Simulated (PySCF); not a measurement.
Ga(H)2(SMe) (CH5GaS), SMILES C[S][GaH2]. Atoms are numbered in the order given.

```xyz
8

Ga     0.1176     1.0209     0.0000
H     -0.8903     2.2097     0.0000
H      1.6777     1.1180     0.0000
S     -0.7425    -0.9823     0.0000
C      0.7289    -2.0627     0.0000
H      0.7063    -2.7016    -0.8940
H      0.7063    -2.7016     0.8940
H      1.6612    -1.4809     0.0000
```
Charge 0, spin multiplicity 1.

Coordinates come from a ωB97X-D3(BJ)/def2-SVP optimisation.

Method: TDA-LC-ωPBE/def2-SVPD (PySCF 2.14.0).

Vertical excitations.  State labels are in the subgroup Cs.

Computed lowest excited states:
| state | symmetry | energy (eV) | λ (nm) | f | main pairs |
|---|---|---|---|---|---|
| S1 | A' | 5.72 | 217 | 0.093 | HOMO→LUMO 90 % |
| S2 | A" | 5.89 | 211 | 0.002 | HOMO−1→LUMO 92 % |
| S3 | A" | 6.24 | 199 | 0.001 | HOMO−2→LUMO 91 % |
| S4 | A" | 6.43 | 193 | 0.007 | HOMO→LUMO+2 46 %, HOMO→LUMO+3 23 %, HOMO→LUMO+9 8 % |
| S5 | A" | 6.93 | 179 | 0.068 | HOMO→LUMO+3 39 %, HOMO→LUMO+2 36 %, HOMO→LUMO+7 7 %, HOMO→LUMO+12 6 % |
| S6 | A" | 7.63 | 162 | 0.022 | HOMO→LUMO+1 67 %, HOMO→LUMO+9 15 % |
| S7 | A' | 7.75 | 160 | 0.027 | HOMO−1→LUMO+3 50 %, HOMO−1→LUMO+2 16 %, HOMO−1→LUMO+7 14 % |
| S8 | A' | 7.99 | 155 | 0.337 | HOMO−1→LUMO+2 61 %, HOMO−1→LUMO+3 16 % |
| S9 | A" | 8.30 | 149 | 0.017 | HOMO→LUMO+4 38 %, HOMO→LUMO+5 36 %, HOMO−3→LUMO 13 % |
| S10 | A' | 8.45 | 147 | 0.023 | HOMO→LUMO+6 85 % |
| T1 | A' | 4.66 | 266 | 0 | HOMO→LUMO 92 % |
| T2 | A" | 5.42 | 229 | 0 | HOMO−1→LUMO 84 % |
| T3 | A" | 5.64 | 220 | 0 | HOMO−2→LUMO 88 % |
| T4 | A" | 5.86 | 212 | 0 | HOMO→LUMO+3 41 %, HOMO→LUMO+2 17 %, HOMO→LUMO+7 15 %, HOMO→LUMO+12 9 % |
Triplets are in the Tamm–Dancoff approximation.
